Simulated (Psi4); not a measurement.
Psi4 input (wB97X-D/6-31G*):

```
memory 1500 MB

molecule {
1 1
F    -1.12166388   -0.97894471    0.01107268
C    -0.37832909    0.02860251    0.00230053
F    -0.96179234    1.13645859    0.00159634
Cl    1.23653415   -0.09348471   -0.00751908
symmetry c1
no_reorient
no_com
}

set {
  basis 6-31G*
  reference rks
  scf_type pk
  dft_radial_points 99
  dft_spherical_points 590
  e_convergence 1e-8
  d_convergence 1e-7
  maxiter 150
}

e = energy('wb97x-d')
print_out(f'\nFINAL {e:.10f} DIPOLE {variable("CURRENT DIPOLE")[0]:.6f} {variable("CURRENT DIPOLE")[1]:.6f} {variable("CURRENT DIPOLE")[2]:.6f}\n')
```

Output:

```
   => Loading Basis Set <=

    Name: 6-31G*
    Role: ORBITAL
    Keyword: BASIS
    atoms 1, 3 entry F          line   162 file 6-31gs.gbs
    atoms 2    entry C          line   111 file 6-31gs.gbs
    atoms 4    entry CL         line   340 file 6-31gs.gbs

   => WB97X-D: Empirical Dispersion <=

    Chai and Head-Gordon Dispersion Correction
    Chai, J.-D.; Head-Gordon, M. (2010), J. Chem. Phys., 132: 6615-6620

        s6 =       1.000000

         ---------------------------------------------------------
                                   SCF
               by Justin Turney, Rob Parrish, Andy Simmonett
                          and Daniel G. A. Smith
                              RKS Reference
         ---------------------------------------------------------

  ==> Geometry <==

    Molecular point group: c1
    Full point group: C1

    Geometry (in Angstrom), charge = 1, multiplicity = 1:

       Center              X                  Y                   Z               Mass
    ------------   -----------------  -----------------  -----------------  -----------------
         F           -1.121663880000    -0.978944710000     0.011072680000    18.998403162730
         C           -0.378329090000     0.028602510000     0.002300530000    12.000000000000
         F           -0.961792340000     1.136458590000     0.001596340000    18.998403162730
         CL           1.236534150000    -0.093484710000    -0.007519080000    34.968852682000

  Running in c1 symmetry.

  Rotational constants: A =      0.39431  B =      0.17384  C =      0.12065 [cm^-1]
  Rotational constants: A =  11821.20165  B =   5211.47568  C =   3616.92432 [MHz]
  Nuclear repulsion =  163.459552270560039

  Charge       = 1
  Multiplicity = 1
  Electrons    = 40
  Nalpha       = 20
  Nbeta        = 20

  ==> Algorithm <==

  SCF Algorithm Type is PK.
  DIIS enabled.
  MOM disabled.
  Fractional occupation disabled.
  Guess Type is SAD.
  Energy threshold   = 1.00e-08
  Density threshold  = 1.00e-07
  Integral threshold = 1.00e-12

  ==> Primary Basis <==

  Basis Set: 6-31G*
    Blend: 6-31G*
    Number of shells: 26
    Number of basis functions: 64
    Number of Cartesian functions: 64
    Spherical Harmonics?: false
    Max angular momentum: 2

  ==> DFT Potential <==

   => LibXC <=

    Version 7.1.2
    S. Lehtola, C. Steigemann, M. J. T. Oliveira, and M. A. L. Marques,  SoftwareX 7, 1–5 (2018) (10.1016/j.softx.2017.11.002)

   => Composite Functional: WB97X-D <=

    wB97X-D Hyb-GGA Exchange-Correlation Functional

    J.-D. Chai and M. Head-Gordon,  Phys. Chem. Chem. Phys. 10, 6615–6620 (2008) (10.1039/B810189B)

    Deriv               =              1
    GGA                 =           TRUE
    Meta                =          FALSE

    Exchange Hybrid     =           TRUE
    MP2 Hybrid          =          FALSE

   => Exchange-Correlation Functionals <=

    1.0000   wB97X-D range-separated functional

   => Exact (HF) Exchange <=

    0.7780            HF,LR [omega = 0.2000]
    0.2220               HF

   => LibXC Density Thresholds  <==

    XC_HYB_GGA_XC_WB97X_D:  1.00E-14

   => Molecular Quadrature <=

    Radial Scheme          =       TREUTLER
    Pruning Scheme         =           NONE
    Nuclear Scheme         =       TREUTLER

    Blocking Scheme        =         OCTREE
    BS radius alpha        =              1
    Pruning alpha          =              1
    Radial Points          =             99
    Spherical Points       =            590
    Total Points           =         219254
    Total Blocks           =           1644
    Max Points             =            256
    Max Functions          =             62
    Weights Tolerance      =       1.00E-15

  ==> Integral Setup <==

  Using in-core PK algorithm.
   Calculation information:
      Number of atoms:                   4
      Number of AO shells:              26
      Number of primitives:             72
      Number of atomic orbitals:        64
      Number of basis functions:        64

      Integral cutoff                 1.00e-12
      Number of threads:                 1

  Performing in-core PK
  Using 6492720 doubles for integral storage.
  We computed 57216 shell quartets total.
  Whereas there are 61776 unique shell quartets.

  Computing range-separated integrals for PK
  We computed 57216 wK shell quartets total.
  Whereas there are 61776 wK unique shell quartets.

  ==> DiskJK: Disk-Based J/K Matrices <==

    J tasked:                  Yes
    K tasked:                  Yes
    wK tasked:                 Yes
    Omega:               2.000E-01
    Schwarz Cutoff:          1E-12


  Cached 100.0% of DFT collocation blocks in 0.346 [GiB].

  Minimum eigenvalue in the overlap matrix is 4.3703025391E-03.
  Reciprocal condition number of the overlap matrix is 7.4074795304E-04.
    Using symmetric orthogonalization.

  ==> Pre-Iterations <==

  SCF Guess: Superposition of Atomic Densities via on-the-fly atomic UHF (no occupation information).

   -------------------------
    Irrep   Nso     Nmo
   -------------------------
     A         64      64
   -------------------------
    Total      64      64
   -------------------------

  ==> Iterations <==

                        Total Energy        Delta E     RMS |[F,P]|

   @RKS iter SAD:  -697.93827934862202   -6.97938e+02   0.00000e+00
   @RKS iter   1:  -697.41008061474372    5.28199e-01   7.53530e-03 DIIS/ADIIS
   @RKS iter   2:  -697.38658975631540    2.34909e-02   9.28816e-03 DIIS/ADIIS
   @RKS iter   3:  -697.51363425631644   -1.27045e-01   5.46116e-04 DIIS/ADIIS
   @RKS iter   4:  -697.51398691049269   -3.52654e-04   2.32762e-04 DIIS/ADIIS
   @RKS iter   5:  -697.51406684991900   -7.99394e-05   7.49130e-05 DIIS
   @RKS iter   6:  -697.51407942583671   -1.25759e-05   1.07219e-05 DIIS
   @RKS iter   7:  -697.51407996125022   -5.35414e-07   2.70081e-06 DIIS
   @RKS iter   8:  -697.51408000003119   -3.87810e-08   6.79683e-07 DIIS
   @RKS iter   9:  -697.51408000245942   -2.42824e-09   1.62498e-07 DIIS
   @RKS iter  10:  -697.51408000264439   -1.84968e-10   3.32894e-08 DIIS
  Energy and wave function converged.

  ==> Post-Iterations <==

   Electrons on quadrature grid:
      Ntotal   =   39.9999997901 ; deviation = -2.099e-07

    Orbital Energies [Eh]
    ---------------------

    Doubly Occupied:

       1A   -102.059732     2A    -25.220429     3A    -25.220422
       4A    -10.898369     5A     -9.932093     6A     -7.681740
       7A     -7.671789     8A     -7.668287     9A     -1.769160
      10A     -1.698960    11A     -1.327893    12A     -1.089040
      13A     -1.018347    14A     -0.973324    15A     -0.971335
      16A     -0.864631    17A     -0.851420    18A     -0.841970
      19A     -0.742037    20A     -0.722461

    Virtual:

      21A     -0.305899    22A     -0.168183    23A     -0.017207
      24A     -0.012966    25A      0.177233    26A      0.260789
      27A      0.262644    28A      0.272591    29A      0.319434
      30A      0.324246    31A      0.335810    32A      0.601688
      33A      0.615982    34A      0.621989    35A      0.645683
      36A      0.702144    37A      0.854158    38A      0.891776
      39A      0.956511    40A      0.961751    41A      1.132570
      42A      1.139328    43A      1.164243    44A      1.177938
      45A      1.280408    46A      1.404842    47A      1.529906
      48A      1.533692    49A      1.607753    50A      1.635331
      51A      1.720779    52A      1.743276    53A      1.799544
      54A      1.953233    55A      2.192846    56A      2.268838
      57A      2.361932    58A      2.673663    59A      2.799579
      60A      2.910128    61A      3.823109    62A      4.025705
      63A      4.382272    64A      4.496536

    Final Occupation by Irrep:
              A
    DOCC [    20 ]
    NA   [    20 ]
    NB   [    20 ]

  @RKS Final Energy:  -697.51408000264439

   => Energetics <=

    Nuclear Repulsion Energy =            163.4595522705600388
    One-Electron Energy =               -1276.6609101029184785
    Two-Electron Energy =                 454.7675466063752765
    DFT Exchange-Correlation Energy =     -39.0800543618878251
    Empirical Dispersion Energy =          -0.0002144147732707
    VV10 Nonlocal Energy =                  0.0000000000000000
    Total Energy =                       -697.5140800026443912

Computation Completed

Properties will be evaluated at   0.000000,   0.000000,   0.000000 [a0]

Properties computed using the SCF density matrix

 Multipole Moments:

 ------------------------------------------------------------------------------------
     Multipole            Electronic (a.u.)      Nuclear  (a.u.)        Total (a.u.)
 ------------------------------------------------------------------------------------

 L = 1.  Multiply by 2.5417464519 to convert [e a0] to [Debye]
 Dipole X            :          0.1924003            0.0000001            0.1924004
 Dipole Y            :         -0.0145457           -0.0000002           -0.0145459
 Dipole Z            :         -0.0011699           -0.0000000           -0.0011699
 Magnitude           :                                                    0.1929530

 ------------------------------------------------------------------------------------

FINAL -697.5140800026 DIPOLE 0.192400 -0.014546 -0.001170

*** Psi4 exiting successfully. Buy a developer a beer!
```

The dipole moment of an ion depends on the origin.
